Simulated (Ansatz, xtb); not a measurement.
# Two isomers of CHBFN

Structure I is `[C-]#[N+]BF`, a singlet and structure II is `FB1C=N1`, a singlet. Both are isolated molecules in the gas phase, relaxed with BLYP-D3(BJ)/def2-SVP.

Problem. Estimate E(II) − E(I) at the level CCSD(T)/def2-TZVPP.

Solution. Calculated at CCSD(T)/def2-TZVPP: E(II) − E(I) = +22.6 kcal/mol, so structure I lies lower.

How the difference moves with the method:

```json
{"level": "GFN2-xTB", "geometry": "GFN2-xTB", "E(II) − E(I) (kcal/mol)": "+22.7", "departure from the last row (kcal/mol)": "+0.2", "job, with rough time for the two": "optimisation, 0.072 s"}
{"level": "HF/STO-3G", "geometry": "GFN2-xTB", "E(II) − E(I) (kcal/mol)": "+28.4", "departure from the last row (kcal/mol)": "+5.8", "job, with rough time for the two": "single point, 0.2 s"}
{"level": "r2SCAN-D4/def2-SVP", "geometry": "GFN2-xTB", "E(II) − E(I) (kcal/mol)": "+16.3", "departure from the last row (kcal/mol)": "−6.2", "job, with rough time for the two": "single point, 2.4 s"}
{"level": "BLYP-D3(BJ)/def2-SVP", "geometry": "BLYP-D3(BJ)/def2-SVP", "E(II) − E(I) (kcal/mol)": "+21.1", "departure from the last row (kcal/mol)": "−1.5", "job, with rough time for the two": "optimisation, 16 s"}
{"level": "HF/def2-TZVPP", "geometry": "BLYP-D3(BJ)/def2-SVP", "E(II) − E(I) (kcal/mol)": "+30.5", "departure from the last row (kcal/mol)": "+7.9", "job, with rough time for the two": "part of the CCSD(T) run"}
{"level": "MP2/def2-TZVPP", "geometry": "BLYP-D3(BJ)/def2-SVP", "E(II) − E(I) (kcal/mol)": "+20.4", "departure from the last row (kcal/mol)": "−2.2", "job, with rough time for the two": "part of the CCSD(T) run"}
{"level": "CCSD(T)/def2-TZVPP", "geometry": "BLYP-D3(BJ)/def2-SVP", "E(II) − E(I) (kcal/mol)": "+22.6", "departure from the last row (kcal/mol)": "", "job, with rough time for the two": "single point, 44 s"}
```

As drawn, II has 1 C–B, 1 C=N, 1 C–H in place of 1 C≡N, 1 B–H. Structure I has no ring, II a 3-membered ring.

None of the levels shown reverses the order. The largest departure from CCSD(T)/def2-TZVPP is that of HF/def2-TZVPP, 7.9 kcal/mol.

With harmonic frequencies from BLYP-D3(BJ)/def2-SVP (ideal gas, rigid rotor, one conformer each, 298.15 K, 1 atm): the zero-point term adds +1.0 kcal/mol; ΔH is +23.2 and ΔG +24.0 kcal/mol.

The correlated steps freeze 4 core orbitals. Programs: Ansatz 0.2.0, xtb 6.7.1; the last row on 1 thread of Arm Neoverse V1 on a shared host.
